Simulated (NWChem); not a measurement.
System: C$_{2}$H$_{3}$FO$_{2}$Si; SMILES C=C1O[SiH](F)O1

The following NWChem deck was run.

```
start job
memory heap 200 mb stack 900 mb global 1100 mb
geometry units angstroms noautoz
  C     -0.361912    -2.480014     0.000000
  C     -0.067124    -1.176085     0.000000
  O      0.127233    -0.342304     1.104872
  Si     0.429602     0.919151     0.000000
  F     -0.668121     2.107057     0.000000
  O      0.127233    -0.342304    -1.104872
  H     -0.482133    -3.007259     0.953362
  H     -0.482133    -3.007259    -0.953362
  H      1.765036     1.561756     0.000000
end
basis spherical
  C library def2-svp
  O library def2-svp
  Si library def2-svp
  F library def2-svp
  H library def2-svp
end
dft
  xc xpbe96 cpbe96
  iterations 150
  mulliken
end
task dft energy
```

Excerpt of the output:

```
             Northwest Computational Chemistry Package (NWChem) 7.3.0
             --------------------------------------------------------

 CS  symmetry detected

                             Geometry "geometry" -> ""
                             -------------------------

 Output coordinates in angstroms (scale by  1.889725989 to convert to a.u.)

  No.       Tag          Charge          X              Y              Z
 ---- ---------------- ---------- -------------- -------------- --------------
    1 C                    6.0000    -0.36209766     2.48006359     0.00000000
    2 C                    6.0000    -0.06977963     1.17557865     0.00000000
    3 O                    8.0000     0.12299797     0.34143106     1.10487200
    4 Si                  14.0000     0.42297742    -0.92059432     0.00000000
    5 F                    9.0000    -0.67699332    -2.10641927     0.00000000
    6 O                    8.0000     0.12299797     0.34143106    -1.10487200
    7 H                    1.0000    -0.48131992     3.00753533     0.95336200
    8 H                    1.0000    -0.48131992     3.00753533    -0.95336200
    9 H                    1.0000     1.75719203    -1.56572727     0.00000000

 Effective nuclear repulsion energy (a.u.)     304.6660317951

      Symmetry information
      --------------------

 Group name             Cs
 Group number              2
 Group order               2
 No. of unique centers     7

  pbe96 is a nonlocal functional; adding pw91lda local functional.

                                 NWChem DFT Module
                                 -----------------

 Summary of "ao basis" -> "ao basis" (spherical)
 ------------------------------------------------------------------------------
       Tag                 Description            Shells   Functions and Types
 ---------------- ------------------------------  ------  ---------------------
 C                          def2-svp                 6       14   3s2p1d
 O                          def2-svp                 6       14   3s2p1d
 Si                         def2-svp                 8       18   4s3p1d
 F                          def2-svp                 6       14   3s2p1d
 H                          def2-svp                 3        5   2s1p

      Symmetry analysis of basis
      --------------------------

        a'         66
        a"         37

            General Information
            -------------------
          SCF calculation type: DFT
          Wavefunction type:  closed shell.
          No. of atoms     :     9
          No. of electrons :    54
           Alpha electrons :    27
            Beta electrons :    27
          Charge           :     0
          Spin multiplicity:     1
          Use of symmetry is: on ; symmetry adaption is: on
          Maximum number of iterations: 150
          AO basis - number of functions:   103
                     number of shells:    47
          Convergence on energy requested:  1.00D-06
          Convergence on density requested:  1.00D-05
          Convergence on gradient requested:  5.00D-04

              XC Information
              --------------
          PerdewBurkeErnzerhof Exchange Functional  1.000
            Perdew 1991 LDA Correlation Functional  1.000 local
           PerdewBurkeErnz. Correlation Functional  1.000 non-local

             Grid Information
             ----------------
          Grid used for XC integration:  medium
          Radial quadrature: Mura-Knowles
          Angular quadrature: Lebedev.
          Tag              B.-S. Rad. Rad. Pts. Rad. Cut. Ang. Pts.
          ---              ---------- --------- --------- ---------
          C                   0.70       49          11.0       434
          O                   0.60       49          10.0       434
          Si                  1.10       88          11.0       590
          F                   0.50       49          13.0       434
          H                   0.35       45          12.0       434
          Grid pruning is: on
          Number of quadrature shells:   374
          Spatial weights used:  Erf1

      Superposition of Atomic Density Guess
      -------------------------------------

 Sum of atomic energies:        -614.16082153

      Non-variational initial energy
      ------------------------------

 Total energy =    -616.590932
 1-e energy   =   -1454.300437
 2-e energy   =     533.043473
 HOMO         =      -0.268211
 LUMO         =       0.068061

      Symmetry analysis of molecular orbitals - initial
      -------------------------------------------------

  Numbering of irreducible representations:

     1 a'          2 a"

  Orbital symmetries:

     1 a'          2 a'          3 a'          4 a"          5 a'
     6 a'          7 a'          8 a'          9 a'         10 a"
    11 a'         12 a'         13 a"         14 a'         15 a'
    16 a'         17 a"         18 a'         19 a'         20 a"
    21 a'         22 a'         23 a"         24 a"         25 a"
    26 a'         27 a'         28 a"         29 a'         30 a'
    31 a'         32 a'         33 a"         34 a'         35 a'
    36 a"         37 a'

     ---------------------------------------------
      Total Density - Mulliken Population Analysis
     ---------------------------------------------

    Atom       Charge   Shell Charges
 -----------   ------   -------------------------------------------------------
    1 C    6     6.51   1.99  0.96  0.27  2.14  1.12  0.02
    2 C    6     5.19   1.99  0.90  0.15  1.50  0.55  0.10
    3 O    8     8.74   1.99  1.11  0.72  2.99  1.93  0.01
    4 Si  14    12.45   2.00  1.99  0.82  0.19  5.93  0.78  0.41  0.32
    5 F    9     9.56   1.99  1.14  0.78  3.50  2.14  0.00
    6 O    8     8.74   1.99  1.11  0.72  2.99  1.93  0.01
    7 H    1     0.88   0.65  0.20  0.03
    8 H    1     0.88   0.65  0.20  0.03
    9 H    1     1.05   0.66  0.38  0.01

   convergence    iter        energy       DeltaE   RMS-Dens  Diis-err
 ---------------- ----- ----------------- --------- --------- ---------
 d= 0,ls=0.0,diis     1   -616.8767215974 -9.22D+02  2.37D-02  1.44D+00
 d= 0,ls=0.0,diis     2   -616.5018593444  3.75D-01  1.48D-02  5.37D+00
 d= 0,ls=0.0,diis     3   -617.0372885451 -5.35D-01  3.89D-03  9.18D-02
 d= 0,ls=0.0,diis     4   -617.0369017837  3.87D-04  2.08D-03  9.70D-02
 d= 0,ls=0.0,diis     5   -617.0477691208 -1.09D-02  5.00D-04  3.40D-03
  Resetting Diis
 d= 0,ls=0.0,diis     6   -617.0480743428 -3.05D-04  1.59D-04  4.36D-04
 d= 0,ls=0.0,diis     7   -617.0481290574 -5.47D-05  7.94D-05  2.51D-05
 d= 0,ls=0.0,diis     8   -617.0481229935  6.06D-06  5.17D-05  9.21D-05
 d= 0,ls=0.0,diis     9   -617.0481314492 -8.46D-06  9.98D-06  8.71D-07
 d= 0,ls=0.0,diis    10   -617.0481315562 -1.07D-07  2.12D-06  5.74D-08

         Total DFT energy =     -617.048131556157
      One electron energy =    -1456.807573982650
           Coulomb energy =      595.132871698138
    Exchange-Corr. energy =      -60.039461066697
 Nuclear repulsion energy =      304.666031795053

 Numeric. integr. density =       53.999993024251

                  Occupations of the irreducible representations
                  ----------------------------------------------

                     irrep           alpha         beta
                     --------     --------     --------
                     a'               19.0         19.0
                     a"                8.0          8.0

                       DFT Final Molecular Orbital Analysis
                       ------------------------------------

 Vector   25  Occ=2.000000D+00  E=-3.021970D-01  Symmetry=a"
              MO Center=  9.5D-02,  3.6D-01,  1.2D-14, r^2= 2.1D+00
   Bfn.  Coefficient  Atom+Function         Bfn.  Coefficient  Atom+Function
  ----- ------------  ---------------      ----- ------------  ---------------
    34      0.431998  3 O  pz                80      0.431998  6 O  pz
    37      0.302488  3 O  pz                83      0.302488  6 O  pz
    52     -0.144067  4 Si pz                20     -0.127282  2 C  pz
    33      0.120179  3 O  py                79     -0.120179  6 O  py
    23      0.103656  2 C  pz                30      0.089285  3 O  s

 Vector   26  Occ=2.000000D+00  E=-2.948275D-01  Symmetry=a"
              MO Center=  1.4D-01,  3.1D-01,  2.1D-14, r^2= 1.9D+00
   Bfn.  Coefficient  Atom+Function         Bfn.  Coefficient  Atom+Function
  ----- ------------  ---------------      ----- ------------  ---------------
    32      0.435885  3 O  px                78     -0.435885  6 O  px
    35      0.328549  3 O  px                81     -0.328549  6 O  px
    33      0.130126  3 O  py                79     -0.130126  6 O  py
    36      0.094691  3 O  py                82     -0.094691  6 O  py
    66     -0.074748  5 F  pz                59     -0.069230  4 Si d  1

 Vector   27  Occ=2.000000D+00  E=-2.058999D-01  Symmetry=a'
              MO Center= -1.7D-01,  1.6D+00,  5.7D-15, r^2= 2.3D+00
   Bfn.  Coefficient  Atom+Function         Bfn.  Coefficient  Atom+Function
  ----- ------------  ---------------      ----- ------------  ---------------
     4      0.430530  1 C  px                 7      0.320684  1 C  px
    18      0.309599  2 C  px                32     -0.217684  3 O  px
    78     -0.217684  6 O  px                21      0.167189  2 C  px
    35     -0.165251  3 O  px                81     -0.165251  6 O  px
    53     -0.137665  4 Si px               100      0.105461  9 H  s

 Vector   28  Occ=0.000000D+00  E=-3.362385D-02  Symmetry=a"
              MO Center=  4.8D-01, -9.5D-01, -6.7D-14, r^2= 3.3D+00
   Bfn.  Coefficient  Atom+Function         Bfn.  Coefficient  Atom+Function
  ----- ------------  ---------------      ----- ------------  ---------------
    55      0.862448  4 Si pz                52      0.372167  4 Si pz
    31     -0.364175  3 O  s                 77      0.364175  6 O  s
    66      0.210811  5 F  pz                20      0.201247  2 C  pz
    69     -0.193216  5 F  pz                49     -0.180598  4 Si pz
    90     -0.161591  7 H  s                 95      0.161591  8 H  s

 Vector   29  Occ=0.000000D+00  E=-8.771158D-03  Symmetry=a'
              MO Center=  2.3D-01, -5.7D-01,  3.7D-14, r^2= 4.8D+00
   Bfn.  Coefficient  Atom+Function         Bfn.  Coefficient  Atom+Function
  ----- ------------  ---------------      ----- ------------  ---------------
    46      0.858624  4 Si s                100     -0.627176  9 H  s
    54     -0.557683  4 Si py                63     -0.442324  5 F  s
    45      0.368591  4 Si s                 21      0.312956  2 C  px
     7     -0.300519  1 C  px                18      0.295037  2 C  px
    44      0.231407  4 Si s                  4     -0.219198  1 C  px

 Vector   30  Occ=0.000000D+00  E= 3.173584D-03  Symmetry=a'
              MO Center=  1.6D-01,  7.5D-01,  3.2D-14, r^2= 4.5D+00
   Bfn.  Coefficient  Atom+Function         Bfn.  Coefficient  Atom+Function
  ----- ------------  ---------------      ----- ------------  ---------------
    46      0.856243  4 Si s                100     -0.767734  9 H  s
    21     -0.512928  2 C  px                 7      0.481251  1 C  px
    18     -0.450592  2 C  px                 4      0.304426  1 C  px
    53      0.298278  4 Si px                45      0.292237  4 Si s
    44      0.181359  4 Si s                 99     -0.180544  9 H  s

     ---------------------------------------------
      Total Density - Mulliken Population Analysis
     ---------------------------------------------

    Atom       Charge   Shell Charges
 -----------   ------   -------------------------------------------------------
    1 C    6     6.13   1.98  0.89  0.24  2.12  0.88  0.02
    2 C    6     5.70   1.99  0.94  0.09  2.00  0.58  0.10
    3 O    8     8.36   1.99  1.10  0.73  2.85  1.69  0.01
    4 Si  14    13.22   2.00  1.98  1.00  0.09  5.92  1.18  0.52  0.52
    5 F    9     9.26   1.99  1.13  0.79  3.34  2.01  0.00
    6 O    8     8.36   1.99  1.10  0.73  2.85  1.69  0.01
    7 H    1     0.96   0.73  0.20  0.02
    8 H    1     0.96   0.73  0.20  0.02
    9 H    1     1.06   0.73  0.32  0.01

     -------------------------------------------
      Total Density - Lowdin Population Analysis
     -------------------------------------------

    Atom       Charge   Shell Charges
 -----------   ------   -------------------------------------------------------
    1 C    6     6.16   1.96  0.60  0.32  1.92  1.30  0.06
    2 C    6     5.91   1.96  0.62  0.27  1.80  1.04  0.22
    3 O    8     8.20   1.97  0.94  0.62  2.70  1.95  0.02
    4 Si  14    13.39   2.00  1.92  0.63  0.30  5.81  1.17  0.78  0.78
    5 F    9     9.15   1.98  1.02  0.76  3.19  2.18  0.01
    6 O    8     8.20   1.97  0.94  0.62  2.70  1.95  0.02
    7 H    1     0.95   0.61  0.27  0.07
    8 H    1     0.95   0.61  0.27  0.07
    9 H    1     1.07   0.63  0.42  0.03

     Multipole analysis of the density
     ---------------------------------

     L   x y z        total         alpha         beta         nuclear
     -   - - -        -----         -----         ----         -------
     0   0 0 0     -0.000000    -27.000000    -27.000000     54.000000

     1   1 0 0      0.499016      0.249508      0.249508      0.000000
     1   0 1 0     -0.356948     -0.178474     -0.178474      0.000000
     1   0 0 1      0.000000      0.000000      0.000000      0.000000

     2   2 0 0    -29.808048    -34.970976    -34.970976     40.133904
     2   1 1 0     -2.305831      5.046549      5.046549    -12.398929
     2   1 0 1     -0.000000     -0.000000     -0.000000      0.000000
     2   0 2 0    -28.744509   -227.567257   -227.567257    426.390005
     2   0 1 1     -0.000000     -0.000000     -0.000000      0.000000
     2   0 0 2    -30.917760    -53.579407    -53.579407     76.241053
```

Level: PBE/def2-SVP. The geometry was optimised at PBE-D3(BJ)/def2-SVP.
